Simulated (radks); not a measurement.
Values are calculated unless marked as measured or tabulated.
The mean radii <r> (bohr) of the occupied orbitals of an atom or ion are listed with their occupations. Code: a radial shooting solver on a logarithmic mesh with Libxc functionals. Model: scalar-relativistic Kohn-Sham, PBE, spin-polarised, spherical densities, point nucleus.

| orbital | occ. | <r> |
|---|---|---|
| 1s | 2 | 0.2290 |
| 2s | 2 | 1.105 |

Name the element and its charge. Open shells, if any, are filled with parallel spins first.

Answer. Z = 7, nitrogen, charge +3: N3+ in [He] 2s2. The 1s radius gives Z: for a bare nucleus <r> = (2 gamma + 1)/(2Z) with gamma = sqrt(1 - (Z/c)^2), 0.2141 bohr for Z = 7, and screening makes it slightly larger (0.2290 here). The occupations add up to 4, and the charge is Z minus that.
